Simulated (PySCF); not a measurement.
C5H7FOS.
Cartesian coordinates in Å at the GFN2-xTB level; atoms count from 1:
```
atom  x, y, z in Å
C1    -2.247    0.186    0.945
O2    -1.494    0.649   -0.155
C3    -1.137   -0.326   -1.052
S4     0.141   -1.498   -0.388
C5     1.426   -0.380   -0.211
C6     1.953    0.798   -0.368
F7     1.866    2.046   -0.796
C8     2.832   -0.177    0.338
H9    -1.682   -0.555    1.521
H10   -2.448    1.056    1.565
H11   -3.190   -0.262    0.613
H12   -1.975   -0.973   -1.343
H13   -0.702    0.166   -1.922
H14    2.979   -0.096    1.410
H15    3.673   -0.626   -0.180
```

NICS = −σ at a ghost point: NICS(0) at the centroid of the ring atoms, NICS(1) 1 Å to either side along the normal of their mean plane, zz for the tensor component along that normal. Level: GIAO PBE0/pcSseg-1 (PySCF, non-relativistic, gas phase) on the GFN2-xTB geometry, one conformer.

Ring bond lengths (Å), with Mayer bond orders in brackets: C5–C6 1.300 (1.67), C6–C8 1.490 (1.02), C8–C5 1.523 (0.84).

Problem. What do the NICS probes read (ppm)?

Solution. 
| ring | type | NICS(0) | NICS(1), two faces | NICS(1)zz, two faces | rms pucker (Å) | centre to ring atoms, mean (Å) |
| --- | --- | --- | --- | --- | --- | --- |
| C5–C6–C8 | 3-membered carbocycle; formal bonds 1 double, 2 single | -31.5 | -4.8 / -4.9 | -9.1 / -8.8 | 0.00 | 0.83 |

Problem. What do they say, and how far can they be read as aromaticity?

Solution. 
- C5–C6–C8: mean NICS(1)zz -9.0 ppm, shielded. C8 has four or more neighbours; no verdict on aromaticity is drawn. NICS(0) lies 27 ppm below the mean NICS(1).

Problem. What is the mean of the two in-plane components of NICS at the first NICS(1) probe listed for ring C5–C6–C8, 1 Å off the ring?

Solution. The isotropic value is a third of the trace: (3 × -4.8 − (-9.1))/2 = -2.6 ppm.
